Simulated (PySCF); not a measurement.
Species: C7H6F4O.
Atom-mapped SMILES: `[CH2:1]=[CH:2][C@@:3]1([C:4]([F:5])([F:6])[F:7])[CH2:8][C@H:9]1[C:10](=[O:11])[F:12]`

Cartesian coordinates in Å at the GFN2-xTB level; atoms count from 1:
```
atom  x, y, z in Å
C1     0.6422   -2.2359    0.3518
C2     0.6173   -0.9162    0.4296
C3    -0.3365   -0.0205   -0.2648
C4    -1.4519   -0.7015   -1.0321
F5    -2.1890   -1.5048   -0.2533
F6    -2.3094    0.1790   -1.5744
F7    -1.0019   -1.4513   -2.0481
C8    -0.6609    1.3179    0.3235
C9     0.1656    1.2690   -0.9348
C10    1.5908    1.6161   -0.8539
O11    2.3341    1.5723    0.0636
F12    2.0369    2.0675   -2.0579
H13    1.3727   -2.7967    0.9074
H14   -0.0424   -2.8144   -0.2436
H15    1.3379   -0.3920    1.0408
H16   -0.1448    1.5851    1.2337
H17   -1.6693    1.6944    0.2460
H18   -0.3003    1.5385   -1.8747
```

Definitions: NICS(0) = −σiso at the ring centroid; NICS(1) = −σiso and NICS(1)zz = −σzz at ±1 Å along the ring normal z. Level: GIAO PBE0/pcSseg-1 (PySCF, non-relativistic, gas phase) on the GFN2-xTB geometry, one conformer.

Ring bond lengths (Å), with Mayer bond orders in brackets: C3–C8 1.498 (0.92), C8–C9 1.506 (0.88), C9–C3 1.537 (0.85).

Q: Give the NICS values of each ring in ppm.

A: 
| ring | type | NICS(0) | NICS(1), two faces | NICS(1)zz, two faces | rms pucker (Å) | centre to ring atoms, mean (Å) |
| --- | --- | --- | --- | --- | --- | --- |
| C3–C8–C9 | 3-membered carbocycle; formal bonds all single | -42.7 | -7.5 / -8.9 | -22.2 / -26.3 | 0.00 | 0.87 |

Q: What do they say, and how far can they be read as aromaticity?

A: 
- C3–C8–C9: mean NICS(1)zz -24.3 ppm, shielded. C3, C8, C9 have four or more neighbours, and the NICS criterion for π rings isn't applied. The two faces differ by 4.1 ppm, so no symmetry operation interchanges them. NICS(0) lies 35 ppm below the mean NICS(1).

Q: What is the mean of the two in-plane components of NICS at the first NICS(1) probe listed for ring C3–C8–C9, 1 Å off the ring?

A: The isotropic value is a third of the trace: (3 × -7.5 − (-22.2))/2 = -0.2 ppm.

Q: List the ring angles and the Hirshfeld charges of the ring atoms.

A: 
- C3–C8–C9: C3 59.5° (-0.010 e), C8 61.6° (-0.071 e), C9 58.9° (-0.053 e); sum 180.0° against 180° for a flat convex ring.
